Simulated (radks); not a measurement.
Valence configurations of Tm3+ (all share [Xe]). All-electron calculation, Dirac Kohn-Sham, LDA (Slater exchange, Perdew-Wang correlation), spin-unpolarised, spherical densities, point nucleus; open shells fill j = l - 1/2 first. Program: a radial shooting solver on a logarithmic mesh with Libxc functionals. Energies are relative to 4f12; eigenvalues in eV.

valence           E (eV)  e(4f5/2)  e(4f7/2)  e(5d3/2)  e(6p1/2)  e(6s1/2)
4f12               0.000   -36.689   -35.413         -         -         -
4f11 6p1          20.920   -48.521   -47.172         -   -21.639         -
4f10.5 5d0.5 6p1  29.895   -52.562   -51.177   -31.705   -21.965         -
4f11 6s1          15.195   -47.490   -46.141         -         -   -26.795
4f10 6p2          51.626   -61.367   -59.942         -   -23.855         -
4f10.5 5d0.5 6s1  24.061   -51.540   -50.155   -30.897         -   -27.234
4f9 6s1 6p2       86.710   -74.169   -72.669         -   -25.447   -32.168
4f10 6s1 6p1      45.399   -60.384   -58.961         -   -23.393   -29.598
4f9 6s2 6p1       80.015   -73.217   -71.718         -   -25.009   -31.678
4f9.5 5d0.5 6p2   64.487   -65.767   -64.307   -36.899   -24.140         -

NIST lists [Xe] 4f12 as the ground configuration; this level of theory agrees among the configurations tried. The energies are those of spherical spin-averaged densities, not of single terms.
